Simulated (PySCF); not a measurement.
H2MgSSe, SMILES [SH][Mg][SeH]. Geometry optimised at PBE0-D3(BJ)/def2-TZVP. The values are those of a single conformer.

Give the equilibrium geometry at PBE0-D3(BJ)/def2-TZVP (PySCF confirms it by a frequency run) as bond lengths and angles. (Estimate from the structure and the level; the computed values follow.)

This is not unique; one that fits is 
Atoms: Mg1 S2 H3 Se4 H5. Bonds (Å): Mg1–S2 2.285, Mg1–Se4 2.412, S2–H3 1.345, Se4–H5 1.471. Bond angles (°): S2–Mg1–Se4 179.3, Mg1–S2–H3 92.5, Mg1–Se4–H5 89.4.
Charge 0, spin multiplicity 1.
